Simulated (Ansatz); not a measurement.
C5H10, SMILES `CC1CCC1` (charge 0, multiplicity 1).

Computed with HSE06/cc-pVTZ // PBE0-D3(BJ)/def2-TZVP (Ansatz, an electronic-structure program).

Ansatz 0.2 input:
```yaml
crystal:
  periodic: [false, false, false]
  atoms:
    - { symbol: C, position_ang: [1.848492, -0.086877, 0.093867] }
    - { symbol: C, position_ang: [0.438792, 0.243748, -0.328861] }
    - { symbol: C, position_ang: [-0.576029, -0.899468, -0.537088] }
    - { symbol: C, position_ang: [-1.662347, 0.011461, 0.06319] }
    - { symbol: C, position_ang: [-0.537937, 0.84697, 0.701811] }
    - { symbol: H, position_ang: [1.84611, -0.719904, 0.9863] }
    - { symbol: H, position_ang: [2.417182, 0.817591, 0.328074] }
    - { symbol: H, position_ang: [2.385764, -0.622871, -0.69377] }
    - { symbol: H, position_ang: [0.453015, 0.877311, -1.222414] }
    - { symbol: H, position_ang: [-0.720463, -1.284729, -1.548084] }
    - { symbol: H, position_ang: [-0.351197, -1.738253, 0.128238] }
    - { symbol: H, position_ang: [-2.184827, 0.573978, -0.713709] }
    - { symbol: H, position_ang: [-2.40365, -0.440707, 0.72339] }
    - { symbol: H, position_ang: [-0.650298, 1.932209, 0.733965] }
    - { symbol: H, position_ang: [-0.302606, 0.489541, 1.708603] }
basis:
  gaussian: { orbitals: cc-pVTZ }
hamiltonian:
  xc: hse06
```

Output:

```
Functional definition: HSE06
1465 factors; their error is unknown
123 factors; integrals over basis functions are off by at most 3.4e-7 eV
mean field evaluation 1: about -5330.5467 eV, gradient 7.1e1 eV
mean field evaluation 2: about -5318.7434 eV, gradient 9.8e1 eV
mean field evaluation 4: about -5342.5949 eV, gradient 4.6e0 eV
mean field evaluation 8: about -5342.6425 eV, gradient 3.9e-2 eV
mean field evaluation 16: about -5342.6193 eV, gradient 9.2e-5 eV
mean field -5342.61928257 eV, -196.3376372771 hartree, gradient 2.5e-5 eV, S^2 0.000000; 0 other end points of the search recorded, 0 dependent functions left out
reference -5342.61932567 eV, -196.3376388609 hartree; 20, 20 occupied and 270, 270 virtual orbitals, 1465 factors
Total energy: -5342.61932567 eV, -196.3376388609 hartree
```
